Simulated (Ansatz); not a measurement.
`[Cl][Sn]([Cl])([Cl])[Cl]` and `[Cl][Sn]([Cl])([Cl])[Br]` differ in one atom or group.

Ansatz, PBE0-D4/def2-TZVP geometries, multiplicity 1. 

Elements past krypton have def2 core potentials. Scalar relativity is left out up to krypton.

```
                                          property  `[Cl][Sn]([Cl])([Cl])[Cl]`
                HOMO energy (PBE0/def2-TZVPP) / eV                       -9.78
size of the dipole moment (ωB97M-V/def2-TZVPP) / D                        0.00
                 HOMO energy (PBE/def2-TZVPP) / eV                       -8.31
             HOMO energy (ωB97M-V/def2-TZVPP) / eV                      -12.05
                 LUMO energy (PBE/def2-TZVPP) / eV                       -4.07
               LUMO energy (B3LYP/def2-TZVPP) / eV                       -3.47
```

Give the same properties after the change, and the shifts. (Best estimate.)

The calculation gave: 
```csv
property,`[Cl][Sn]([Cl])([Cl])[Br]`,shift
HOMO energy (PBE0/def2-TZVPP) / eV,-9.30,0.48
size of the dipole moment (ωB97M-V/def2-TZVPP) / D,0.47,0.47
HOMO energy (PBE/def2-TZVPP) / eV,-7.95,0.36
HOMO energy (ωB97M-V/def2-TZVPP) / eV,-11.53,0.52
LUMO energy (PBE/def2-TZVPP) / eV,-4.11,-0.04
LUMO energy (B3LYP/def2-TZVPP) / eV,-3.54,-0.07
```

With PBE0 the HOMO rises by 0.48 eV and the LUMO falls by 0.07 eV, so the gap narrows by about 0.55 eV. PBE moves the HOMO by 0.36 eV and ωB97M-V by 0.52 eV.

B3LYP here is the variant with VWN-RPA as its local correlation; programs differ in this.

Spin–orbit coupling is left out; it splits and shifts lone-pair levels of the heavy atoms by tenths of an eV.
